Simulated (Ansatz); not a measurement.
**Relative stability**

The two ends of one reaction step of BSiH4F3, closed shell (PBE0-D4/def2-TZVP).

A:

```xyz
9
angstrom
B -0.4952 0.9211 -1.7380
F 0.5196 1.6847 -2.0654
F -0.5501 -0.3175 -2.1679
F -1.4736 1.4061 -1.0103
H 0.8823 0.2258 0.3849
Si 0.3954 -0.7457 1.4025
H 0.3696 -0.0755 2.7255
H -0.9689 -1.1949 1.0332
H 1.3210 -1.9042 1.4356
```

B:

```json
{"atom": "B1", "x (Å)": "-0.7102", "y (Å)": "0.0898", "z (Å)": "-0.7280"}
{"atom": "F2", "x (Å)": "1.6904", "y (Å)": "1.2440", "z (Å)": "-0.8982"}
{"atom": "F3", "x (Å)": "-0.7371", "y (Å)": "-0.5152", "z (Å)": "-1.8988"}
{"atom": "F4", "x (Å)": "-1.1064", "y (Å)": "1.3586", "z (Å)": "-0.7271"}
{"atom": "H5", "x (Å)": "1.2820", "y (Å)": "2.0707", "z (Å)": "-0.9436"}
{"atom": "Si6", "x (Å)": "-0.1896", "y (Å)": "-0.8765", "z (Å)": "0.9802"}
{"atom": "H7", "x (Å)": "0.2212", "y (Å)": "0.0982", "z (Å)": "2.0229"}
{"atom": "H8", "x (Å)": "-1.3667", "y (Å)": "-1.6396", "z (Å)": "1.4799"}
{"atom": "H9", "x (Å)": "0.9166", "y (Å)": "-1.8299", "z (Å)": "0.7129"}
```

Ansatz 0.2.0; basis: def2-TZVPP; cores frozen in the correlated methods. B3LYP uses VWN-RPA correlation.

Task: Which structure is lower at CCSD(T), and by how much? (An estimate is asked for; the value comes from the calculation.)

Result: By the calculation: A, by 1.610 eV (electronic energy, against the other). By their contacts, A is a complex of BF₃ ([F][B]([F])[F]) + SiH₄ and B is a complex of BSiH₃F₂ ([F][B]([F])[SiH3]) + HF.

All methods give the same order:

| method | E(B) − E(A) (eV) |
| --- | --- |
| SPW92 | 1.468 |
| PBE-D4 | 1.427 |
| BLYP-D4 | 1.535 |
| r2SCAN-D4 | 1.603 |
| B97M-V | 1.683 |
| PBE0-D4 | 1.512 |
| B3LYP-D4 | 1.601 |
| r2SCAN0-D4 | 1.642 |
| BHLYP-D4 | 1.700 |
| CAM-B3LYP-D4 | 1.640 |
| wB97X-V | 1.557 |
| wB97M-V | 1.605 |
| B2PLYP | 1.639 |
| PBE-QIDH | 1.603 |
| RPA on PBE | 1.594 |
| HF | 1.892 |
| MP2 | 1.636 |
| CCSD | 1.647 |
| CCSD(T) | 1.610 |

The T1 diagnostic stays at or below 0.013.

Labels in which every atom is bracketed show which atoms are joined, not bond orders.

For scale, one of the runs: CCSD(T)/def2-TZVPP, 222 basis functions, launched by `ansatz run in.yaml --threads 4 --pin off --events-out ev --progress --plain --max-ram 9574MiB`. The run took 110 s on 4 CPU threads of an Arm Neoverse V1 (shared host), with 3.7 GiB of host memory at its peak.
